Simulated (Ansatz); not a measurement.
Ansatz (an electronic-structure program) input (HF/cc-pVTZ): A basis named .json is the Basis Set Exchange file of that set (core-valence sets with the plain set on hydrogen).

Ansatz 0.2 input:
```yaml
crystal:
  periodic: [false, false, false]
  atoms:
    - {symbol: B, position_ang: [-0.85573650, -0.00493450, -0.02237294]}
    - {symbol: N, position_ang: [0.51584742, -0.10079013, 0.00863416]}
    - {symbol: H, position_ang: [-1.47797506, 1.01043132, 0.00900960]}
    - {symbol: H, position_ang: [1.13550828, 0.69831676, 0.06203764]}
    - {symbol: H, position_ang: [1.01021735, -0.97854462, -0.01962167]}
basis:
  gaussian:
    orbitals: cc-pVTZ
    fitting: {mean_field: def2-SV_P_-JKFIT.json}
hamiltonian:
  xc: {name: HF}
magnetization: {spin_polarized: true, initial_magnetization: 1}
```

Output:

```
Functional definition: HF
integrals: 0.01 GiB planned
206 factors; integrals over basis functions are off by at most 9.7e-1 eV
mean field: 0.13 GiB planned
mean field evaluation 1: about -2198.5842 eV, gradient 2.2e1 eV
mean field evaluation 2: about -2200.3748 eV, gradient 1.1e1 eV
mean field evaluation 4: about -2200.9897 eV, gradient 7.4e-1 eV
mean field evaluation 8: about -2201.0041 eV, gradient 1.9e-5 eV
mean field -2201.00414361 eV, -80.8854103836 hartree, gradient 1.9e-5 eV, S^2 0.756465; 0 other end points of the search recorded, 0 dependent functions left out
reference -2201.00414361 eV, -80.8854103836 hartree; 8, 7 occupied and 94, 95 virtual orbitals, 206 factors
Total energy: -2201.00414361 eV, -80.8854103836 hartree
```
